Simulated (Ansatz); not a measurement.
```yaml
crystal:
  periodic: [false, false, false]
  atoms:
    - {symbol: Si, position_ang: [-0.340250, 1.480600, -2.091177]}
    - {symbol: Sn, position_ang: [0.055353, -0.069811, 0.312092]}
    - {symbol: Si, position_ang: [2.378928, 0.224422, 0.617558]}
    - {symbol: Si, position_ang: [-0.922367, -2.485798, -0.431110]}
    - {symbol: Si, position_ang: [-1.429028, 0.858554, 1.653878]}
    - {symbol: H, position_ang: [-0.003944, 2.772988, -1.870789]}
    - {symbol: H, position_ang: [0.596044, 1.088205, -3.292261]}
    - {symbol: H, position_ang: [-2.044241, 1.393018, -2.648493]}
    - {symbol: H, position_ang: [2.602675, -1.120878, 1.842971]}
    - {symbol: H, position_ang: [2.688282, 1.665284, 0.874434]}
    - {symbol: H, position_ang: [3.099978, -0.310524, -0.488697]}
    - {symbol: H, position_ang: [-0.134463, -3.100541, 0.589093]}
    - {symbol: H, position_ang: [0.258634, -3.056555, -1.582447]}
    - {symbol: H, position_ang: [-2.079417, -2.529572, -0.833890]}
    - {symbol: H, position_ang: [-3.142076, 0.807563, 1.479460]}
    - {symbol: H, position_ang: [-1.360113, 0.249771, 2.859317]}
    - {symbol: H, position_ang: [-1.226963, 2.476489, 2.151291]}
basis:
  gaussian: {orbitals: x2c-TZVPPall, point_charges: [{charge: -1.00, position_ang: [7.321, 0.573, 0.762]}]}
hamiltonian: {xc: {name: revPBE0}, dispersion: d4}
output: {forces: true}
```

```sh
$ ansatz run in.yaml --threads 2 --pin off --events-out ev --progress --plain --max-ram 22528MiB --backend cuda --devices 0, --max-vram 18GiB
```

Shortened log:

```
Functional definition: revPBE0
2584 factors; their error is unknown
mean field evaluation 1: about -199831.3667 eV, gradient 2.0e1 eV
mean field evaluation 2: about -199831.9555 eV, gradient 1.6e1 eV
mean field evaluation 4: about -199832.6023 eV, gradient 1.2e0 eV
mean field evaluation 8: about -199832.6063 eV, gradient 2.4e-2 eV
mean field evaluation 16: about -199833.0649 eV, gradient 8.7e-5 eV
mean field -199833.06487361 eV, -7343.7296823889 hartree, gradient 3.5e-5 eV, S^2 0.000000; 0 other end points of the search recorded, 0 dependent functions left out
reference -199833.06493528 eV, -7343.7296846551 hartree; 59, 59 occupied and 337, 337 virtual orbitals, 2584 factors
Total energy: -199834.30440279 eV, -7343.7752342461 hartree
Relativity: scalar
Atom 0 at    -0.340250     1.480600    -2.091177 Å, force    -1.945171    -4.008774    -1.039877 eV/Å
Atom 1 at     0.055353    -0.069811     0.312092 Å, force     0.389806    -1.979004    -5.977149 eV/Å
Atom 2 at     2.378928     0.224422     0.617558 Å, force     1.891030    -1.583389     2.467839 eV/Å
Atom 3 at    -0.922367    -2.485798    -0.431110 Å, force    11.071580     1.522570     0.377467 eV/Å
Atom 4 at    -1.429028     0.858554     1.653878 Å, force    -5.827337     5.670609     1.843464 eV/Å
Atom 5 at    -0.003944     2.772988    -1.870789 Å, force     0.529612     3.142133     0.615785 eV/Å
Atom 6 at     0.596044     1.088205    -3.292261 Å, force    -0.805229     0.031903     0.864153 eV/Å
Atom 7 at    -2.044241     1.393018    -2.648493 Å, force     2.359084     0.162277     0.728444 eV/Å
Atom 8 at     2.602675    -1.120878     1.842971 Å, force    -0.041952     2.088058    -1.223969 eV/Å
Atom 9 at     2.688282     1.665284     0.874434 Å, force     0.046796    -0.340068     0.311001 eV/Å
Atom 10 at     3.099978    -0.310524    -0.488697 Å, force     0.504112    -0.233708    -0.994361 eV/Å
Atom 11 at    -0.134463    -3.100541     0.589093 Å, force    -0.569515    -1.209663     1.416340 eV/Å
Atom 12 at     0.258634    -3.056555    -1.582447 Å, force    -1.876632     0.922958     0.966333 eV/Å
Atom 13 at    -2.079417    -2.529572    -0.833890 Å, force    -7.931136    -0.727608    -2.221553 eV/Å
Atom 14 at    -3.142076     0.807563     1.479460 Å, force     2.082616    -0.055888    -0.300138 eV/Å
Atom 15 at    -1.360113     0.249771     2.859317 Å, force     0.286558    -1.618754     3.009432 eV/Å
Atom 16 at    -1.226963     2.476489     2.151291 Å, force    -0.053274    -1.787254    -0.838396 eV/Å
Dipole moment:     0.688186    -0.244704     0.232606 e Å
```

Hardware: 2 threads of an AMD EPYC 7R13 on a shared host and a share of an NVIDIA H100 80 GB. Wall time 3.4 s, peak host memory 1.1 GiB.
